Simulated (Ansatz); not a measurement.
C3H8BGa (`[CH3][GaH][B]1CC1`). Charge 0, multiplicity 1. The structure was optimised at the PBE0-D4/def2-TZVP level. It is one conformer, not always the lowest.

```xyz
13

C    -0.021    2.509   -1.053
Ga   -0.512    1.280    0.411
B    -0.062   -0.704    0.420
C    -0.414   -2.171    0.082
C     0.892   -1.868    0.775
H     0.580    3.332   -0.655
H     0.536    2.025   -1.855
H    -0.927    2.953   -1.475
H    -1.299    1.911    1.627
H    -1.201   -2.660    0.649
H    -0.388   -2.484   -0.958
H     1.815   -1.976    0.213
H     1.001   -2.147    1.820
```

**Question.** What is the dipole moment at B3LYP/def2-TZVPP? (An estimate is asked.)

**Answer.** Computed: 0.77 D, with components (0.37, -0.46, -0.50) D in this frame, pointing from negative to positive charge.

**Question.** And with PBE, r2SCAN, ωB97M-V? (Estimate.)

**Answer.** Computed: PBE 0.84 D, r2SCAN 0.84 D, ωB97M-V 0.69 D.

**Question.** Give the Mulliken charges with B3LYP, PBE, ωB97M-V in def2-TZVPP. (Best estimate.)

**Answer.** Ansatz gave: 
| atom | B3LYP | PBE | ωB97M-V |
| --- | --- | --- | --- |
| C1 | -0.38 | -0.37 | -0.47 |
| Ga2 | 0.04 | 0.02 | 0.09 |
| B3 | 0.25 | 0.18 | 0.22 |
| C4 | -0.24 | -0.22 | -0.28 |
| C5 | -0.24 | -0.22 | -0.28 |
| H6 | 0.09 | 0.10 | 0.11 |
| H7 | 0.09 | 0.10 | 0.11 |
| H8 | 0.09 | 0.10 | 0.11 |
| H9 | -0.07 | -0.06 | -0.04 |
| H10 | 0.09 | 0.09 | 0.11 |
| H11 | 0.09 | 0.09 | 0.10 |
| H12 | 0.09 | 0.09 | 0.10 |
| H13 | 0.09 | 0.09 | 0.11 |

B3LYP here is the variant with VWN-RPA as its local correlation; programs differ in this.
